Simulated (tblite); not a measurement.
Species: C6H11O2 (doublet state).
Geometry (GFN2-xTB, Å), atoms numbered from 1 in this order:
```xyz
19
C6H11O2 angstrom
C      2.4956    0.5109    0.2850
O      1.3106   -0.2081    0.5401
C      0.5573   -0.4865   -0.6113
C     -0.5463   -1.4741   -0.2259
C     -1.5306   -0.7944    0.7342
C     -1.9416    0.5143    0.1836
C     -0.8979    1.3758   -0.4098
O      0.0466    0.6697   -1.2141
H      2.2871    1.4572   -0.2232
H      3.1806   -0.0787   -0.3360
H      2.9507    0.7040    1.2542
H      1.2086   -0.9245   -1.3900
H     -0.0907   -2.3483    0.2369
H     -1.0633   -1.7767   -1.1370
H     -2.3939   -1.4358    0.9197
H     -1.0066   -0.6526    1.6921
H     -2.9174    0.9208    0.3720
H     -0.3371    1.9000    0.3928
H     -1.3215    2.1365   -1.0707
```

Calculated harmonic vibrations of the isolated species, GFN2-xTB (tblite), most abundant isotopes, no scaling. This tight-binding method is rough: wavenumbers can miss measured ones by several per cent, in bad cases by 10 to 20. One conformer, not necessarily the lowest. Open shells enter through the occupations alone, without spin polarisation, and single modes of such species can be off by tens of per cent.

Harmonic wavenumbers (cm⁻¹): 74.1, 113.0, 141.1, 153.3, 198.1, 282.4, 310.0, 355.5, 428.3, 542.7, 589.6, 706.7, 840.1, 885.9, 913.2, 933.9, 947.2, 994.8, 1043.1, 1064.6, 1072.6, 1102.0, 1130.7, 1136.7, 1145.7, 1181.1, 1189.6, 1225.1, 1272.2, 1308.0, 1309.5, 1317.5, 1329.2, 1338.4, 1399.3, 1429.8, 1443.8, 1457.6, 1462.9, 1488.9, 2708.8, 2819.4, 2841.3, 2910.6, 2946.1, 2956.1, 2976.8, 2997.9, 3008.3, 3027.2, 3133.0.

A = 3393, B = 1784, C = 1485 MHz; mass 115.076 u (most abundant isotopes); point group C1, symmetry number 1; spin multiplicity 2.

Problem. What is the zero-point energy?

Solution. Half the sum of the wavenumbers: 34792 cm⁻¹ = 416.20 kJ/mol.

Problem. Entropy at 350 K, 1 bar (ideal gas, RRHO, classical rotation)?

Solution. Translation 171.37, rotation 119.03, vibration 113.75, spin (R ln 2) 5.76: S = 409.9 J/(mol K).

Problem. And Cp and H(350 K) − H(0)?

Solution. Cp = 163.15 J/(mol K), of which vibrations give 129.89 (their classical limit is 51 R = 424.0); H(350 K) − H(0) = 33.42 kJ/mol without the zero-point energy, 21.78 from vibrations.

Problem. Blend soft modes into free rotors: weight 1/[1 + (100 cm⁻¹/ν̃)⁴] for the oscillator and the rest for a rotor with moment μB/(μ + B), μ = h/(8π²ν), B = 10⁻⁴⁴ kg m². What vibrational entropy results?

Solution. 108.82 J/(mol K) in place of 113.75, which changes −T·S at 350 K by +1.73 kJ/mol.

Problem. What must be added to the electronic energy to get the Gibbs energy at 350 K and 1 bar?

Solution. ZPE + [H(350 K) − H(0)] − T·S = 416.20 + 33.42 − 143.47 = 306.15 kJ/mol.

Hindered rotation and anharmonicity are outside this model. Other conformers, if any are populated, would add a mixing term that is left out. The structure is chiral; the term R ln 2 for an equal mix with its mirror image is left out.
